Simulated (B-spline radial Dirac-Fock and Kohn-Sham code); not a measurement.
**Two-hole binding energies of Cl⁺**

System: the Cl⁺ ion in the configuration [Ne] 3s2 3p4.

Level of theory: relaxed Dirac-Fock hole states (ΔSCF) with Breit and QED corrections and a finite nucleus; a radial B-spline solver. U is the two-hole binding energy less the two single-hole energies, the effective repulsion of the holes after relaxation. Each two-hole energy is an average over J within one jj subconfiguration.

```csv
holes,E(a) (eV),E(b) (eV),E(ab) (eV),U (eV)
1s⁻²,2846.1,2846.1,5922.7,230.5
1s⁻¹ 2p1/2⁻¹,2846.1,224.5,3129.1,58.5
2s⁻²,295.0,295.0,631.4,41.3
2s⁻¹ 2p1/2⁻¹,295.0,224.5,?,?
2p1/2⁻²,224.5,224.5,494.5,45.4
2p1/2⁻¹ 3s⁻¹,224.5,39.22,281.4,17.7
```

Task: Give the missing two-hole energy and U.

Result: E(ab) = 556.6 eV and U = 37.0 eV.

Values without a named source are computed, but for edge energies of neutral atoms, which are taken from tables.
